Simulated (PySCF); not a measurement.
A GIAO shielding run with PySCF 2.14 (density fitting, non-relativistic, gas phase) on SMILES C=C(C)[SiH2][C@H](F)OCC, C₆H₁₃FOSi:

```
$ OMP_NUM_THREADS=1 python probes_run.py task.json out

{"job": {"kind": "nmr", "xc": "PBE0", "basis": "pcSseg-1"}, "charge": 0, "multiplicity": 1}
C      3.238601     0.950612    -0.732401
C      2.191102     0.351468    -0.178753
C      1.841622    -1.067631    -0.517084
Si     1.080244     1.229044     1.074479
C     -0.704142     1.263111     0.337790
F     -1.522105     2.076142     1.130987
O     -1.168138    -0.027302     0.358575
C     -2.443600    -0.229918    -0.240537
C     -2.745494    -1.717757    -0.242629
H      3.872095     0.451007    -1.450441
H      3.510014     1.963702    -0.489471
H      0.793220    -1.139519    -0.798200
H      2.459512    -1.446500    -1.329142
H      1.984392    -1.701419     0.357111
H      1.489737     2.621349     1.273645
H      0.984434     0.489491     2.333470
H     -0.786543     1.712561    -0.668233
H     -3.205429     0.317593     0.328812
H     -2.426638     0.167735    -1.267268
H     -1.987889    -2.253526    -0.808623
H     -3.718963    -1.896217    -0.690362
H     -2.746442    -2.094641     0.776060
```

Hardware: 1 thread of an Arm Neoverse V2, shared host. The job also computes population analyses, field gradients.

**Question.** How large is the calculation?

**Answer.** 80 electrons, 225 basis functions and 1187 auxiliary functions.

**Question.** How long does it take, and how much memory does it need?

**Answer.** 45 s of wall time, with 14 SCF cycles and 4 response iterations; peak memory 1.1 GiB. Times on a shared host scatter by some tens of per cent.
